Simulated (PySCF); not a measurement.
**Correlation energy of Yb (ytterbium, neutral)**

[Xe] 4f14 5d2, high-spin 3F determinant (an excited configuration). Calculation: PySCF 2.14, in ANO-RCC-VTZP (8s7p5d3f2g1h, 104 functions); the spin-free X2C one-electron Hamiltonian (Gaussian nucleus). Frozen: [Kr] 4d10; 24 electrons correlated.

| level | correlation energy (mhartree) |
| --- | --- |
| CCSD | -1047.1 |
| (T) | -50.60 |
| CCSD(T) | -1097.7 |

Diagnostics: T1 = 0.016, D1 = 0.0297, largest double amplitude 0.035.

Problem. Is a single reference adequate?

Solution. Yes, within this model without spin-orbit coupling: T1 lies below 0.03 and no double amplitude reaches 0.07.
